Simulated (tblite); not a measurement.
Task: What does the GFN2-xTB structure of InChI=1S/C9H8F2/c1-2-7-5-3-4-6-8(7)9(10)11/h2-6,9H,1H2 look like in three dimensions?

Result: 
```
atom  x, y, z in Å
C1     2.8863    0.1684    0.0013
C2     1.6915    0.6626    0.2943
C3     0.4398   -0.0915    0.1927
C4     0.4035   -1.4499    0.5005
C5    -0.7771   -2.1659    0.4385
C6    -1.9528   -1.5352    0.0699
C7    -1.9392   -0.1876   -0.2446
C8    -0.7550    0.5313   -0.1916
C9    -0.7485    1.9919   -0.5626
F10   -1.8895    2.3640   -1.1893
F11   -0.6615    2.7845    0.5441
H12    3.7807    0.7591    0.0999
H13    3.0149   -0.8363   -0.3656
H14    1.6034    1.6844    0.6377
H15    1.3129   -1.9393    0.8142
H16   -0.7805   -3.2172    0.6857
H17   -2.8795   -2.0865    0.0301
H18   -2.8504    0.3107   -0.5387
H19    0.0913    2.2619   -1.2237
```

Orientation and origin are arbitrary. Atoms count from 1 in this order. The 6-membered ring C3–C4–C5–C6–C7–C8 has internal angles of 118.1° to 121.2°; it is planar, 0.00 Å rms from its mean plane, widest ring torsion 1°. The 9 C–C bonds span 1.326 Å (C1=C2, drawn double) to 1.507 Å (C8–C9, drawn single), a spread of 0.181 Å. Of the pairs four or more bonds apart, F10···H18 is among the closest relative to their van der Waals radii: 2.36 Å, 88 % of the sum of Bondi's values.

Bonds between heavy atoms (Å): C1=C2 1.326, C2–C3 1.465, C3–C4 1.393, C4–C5 1.382, C5–C6 1.384, C6–C7 1.384, C7–C8 1.386, C8–C9 1.507, C9–F10 1.354, C9–F11 1.364, C3–C8 1.401.

The geometry is computed with GFN2-xTB (gas phase).

Point group: C1 (no symmetry element, even within 0.4 Å). Its GFN2-xTB frequencies are all real (lowest 49 cm⁻¹). The numbers are those of one conformer (C1–C2–C3–C4 36°, C7–C8–C9–F10 -13°). 2 starts were optimised and ended at 0.00 and 0.45 kcal/mol (GFN2-xTB); the lowest of these is shown.
